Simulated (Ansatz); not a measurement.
Reaction (formal exchange of groups at the Si–Se bond): `C[Si]1([SeH])CO1` + `CCCl` → `C[Si]1(Cl)CO1` + `CC[SeH]`

Gas-phase electronic energies from Ansatz, PBE0-D4/def2-TZVP geometries. CBS: MP2 limit from def2 TZ/QZ plus the TZ coupled-cluster correction, frozen cores. DFT in def2-TZVPP. B3LYP here is the variant with VWN-RPA as its local correlation; programs differ in this. For Se outer-core shells are correlated without core-valence functions, which leaves a few kJ/mol of doubt a bond. Scalar relativity is left out up to krypton. One conformer a species, not always the lowest.

`C[Si]1([SeH])CO1`:

Cartesian coordinates in Å:
```
C 0.436 0.960 -1.413
Si 0.034 -0.242 -0.064
Se 1.220 -2.139 -0.382
C -0.698 0.197 1.522
O -1.536 -0.382 0.433
H 0.164 0.547 -2.387
H 1.503 1.192 -1.424
H -0.125 1.883 -1.258
H 0.629 -2.770 0.804
H -0.633 -0.458 2.389
H -0.995 1.213 1.780
```

`CCCl`:

```xyz
8

C     0.386   -0.620   -0.320
C    -0.201    0.610    0.322
Cl   -1.987    0.599    0.244
H     1.477   -0.582   -0.256
H     0.105   -0.685   -1.372
H     0.043   -1.526    0.183
H     0.120    1.523   -0.179
H     0.058    0.681    1.378
```

`C[Si]1(Cl)CO1`:

Cartesian coordinates in Å:
```
C 0.300 1.529 0.320
Si 0.357 -0.308 0.203
Cl 2.202 -0.993 0.741
C -0.742 -1.370 -0.739
O -0.927 -1.187 0.734
H 1.069 1.983 -0.307
H -0.681 1.888 0.003
H 0.474 1.843 1.352
H -0.465 -2.391 -0.995
H -1.588 -0.995 -1.312
```

`CC[SeH]`:

Z-matrix (Å, degrees):
```
C
C 1 1.512
H 1 1.091 2 111.2
H 1 1.095 2 110.4 3 120.3
H 1 1.092 2 111.2 3 -120.1
Se 2 1.958 1 114.0 3 57.4
H 2 1.090 1 112.1 3 -179.9
H 2 1.092 1 111.4 3 -59.4
H 6 1.469 2 95.0 1 63.4
```

```csv
level,ΔE (kJ/mol),difference from CCSD(T)/CBS
PBE-D4,-41.4,4.4
r2SCAN-D4,-45.6,0.2
PBE0-D4,-42.8,3.0
PBE,-41.8,4.0
PBE0,-43.3,2.5
B3LYP,-46.5,-0.7
HF/def2-TZVPP,-49.4,-3.6
MP2/def2-TZVPP,-50.8,-5.0
MP2/def2-QZVPP,-49.0,-3.2
MP2/CBS(def2),-47.6,-1.8
CCSD(T)/CBS,-45.8,0
```

Largest T1 diagnostic among the species: 0.012.
